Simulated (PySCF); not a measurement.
Cl2GeI2. Atoms are numbered in the order given.

```xyz
5

Cl     0.0000     1.7445     1.9011
Ge     0.0000     0.0000     0.6202
Cl     0.0000    -1.7445     1.9011
I     -2.0842     0.0000    -0.7970
I      2.0842     0.0000    -0.7970
```
Charge 0, spin multiplicity 1.

The structure is a stationary point at PBE-D3(BJ)/def2-SVP. The def2 effective core potentials stand for the cores of I; spin–orbit coupling is left out.

All values below come from PBE/def2-TZVP run with PySCF.

ESP charges are fitted to the potential on shells at 1.4 to 2.0 van der Waals radii. Atomic charges (e):

```csv
atom,Löwdin,ESP fit,Mulliken
Cl1,0.15,0.03,-0.22
Ge2,-0.62,-0.27,0.69
Cl3,0.15,0.03,-0.22
I4,0.16,0.10,-0.12
I5,0.16,0.10,-0.12
```
